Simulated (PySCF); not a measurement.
GeH10Si3: core ionisation energies

Compound: n-GeSiSiSiH10.
Bonds: Ge1–Si2, Si2–Si3, Si3–Si4. Hydrogens: H5, H6, H7 on Ge1; H8, H9 on Si2; H10, H11 on Si3; H12, H13, H14 on Si4.

Level of theory: PySCF, delta-SCF UKS SCAN, pcX-2 on the ionised atom, pcseg-1 elsewhere, spin-free X2C. Vertical ΔSCF values, vacuum level as zero.

Question: Give the core binding energies atom by atom.

Answer: 
```csv
atom(s),bonded to,level,binding energy (eV),2p1/2 (eV),above the level's lowest (eV),count
Si4,3 H and Si,Si 1s,1846.21,–,+0.35,1
Si2,"2 H, Ge and Si",Si 1s,1845.92,–,+0.06,1
Si3,2 H and 2 Si,Si 1s,1845.86,–,0.00,1
Si4,3 H and Si,Si 2p3/2,106.50,107.12,+0.29,1
Si2,"2 H, Ge and Si",Si 2p3/2,106.24,106.86,+0.03,1
Si3,2 H and 2 Si,Si 2p3/2,106.21,106.83,0.00,1
```

Lowest listed Si 1s: Si3, bonded to 2 H and 2 Si. Highest, 0.35 eV above it: Si4, bonded to 3 H and Si. The widest gap between neighbouring values is 0.29 eV, between 1845.92 and 1846.21 eV.

Lowest listed Si 2p3/2: Si3, bonded to 2 H and 2 Si. Highest, 0.29 eV above it: Si4, bonded to 3 H and Si. The widest gap between neighbouring values is 0.26 eV, between 106.24 and 106.50 eV. The values 106.21 and 106.24 eV lie too close for their order to be trusted.

Question: Which photon energy gives electrons from Si 1s of Si2 a kinetic energy of 20 eV, and what is their de Broglie wavelength?

Answer: hν = 1845.92 + 20 = 1865.92 eV, recoil neglected; λ = 12.264 Å/√(E/eV) = 2.74 Å.

The 2p values add to the ΔSCF energy of one spin-free hole a correction within the shell (spin–orbit coupling, ligand field). 2p1/2 minus 2p3/2 (ligand field included): Si 0.62 eV. No level of germanium is listed. The structure is a single PBE0-D3(BJ)/def2-SVP conformer in the gas phase; no vibrational or solvent corrections.
